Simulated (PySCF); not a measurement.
## AsF(OH) + HF → HAs(OH) + F₂

Level: PBE0 in the def2-TZVP basis family, all electrons, no relativity, computed in PySCF with density fitting; open shells unrestricted.

| species | state and structure | ZPE (kJ/mol) | H(298 K) − H(0) (kJ/mol) | S° (J/(mol K)) |
| --- | --- | --- | --- | --- |
| AsF(OH) | doublet, C1, As–F 1.751 Å, As–O 1.764 Å, O–H 0.964 Å; As–O–H 112.4°, F–As–O 97.7° | 39.3 | 13.5 | 293.9 |
| HF | singlet, C∞v, H–F 0.920 Å | 24.9 | 8.7 | 173.6 |
| HAs(OH) | doublet, Cs, As–H 1.539 Å, As–O 1.789 Å, O–H 0.960 Å; As–O–H 112.1°, H–As–O 96.8° | 52.7 | 11.6 | 264.9 |
| F₂ | singlet, D∞h, F–F 1.376 Å | 6.6 | 8.7 | 201.9 |

**Question.** Is the gas-phase reaction uphill or downhill in electronic energy at this level, and by how much?

**Answer.** At PBE0/def2-TZVP, ΔE = 570.3 kJ/mol, uphill. 

**Question.** Add zero-point, thermal and entropy terms for 298.15 K and 1 bar.

**Answer.** ΔZPE = -4.9 and Δ[H(298) − H(0)] = -1.9 kJ/mol give ΔH° = 563.5 kJ/mol. ΔS° = -0.7 J/(mol K), so ΔG° = 563.5 − 298.15 × (-0.0007) = 564 kJ/mol.

Each species is the lowest minimum found with this bonding; other isomers or fragments can lie lower.
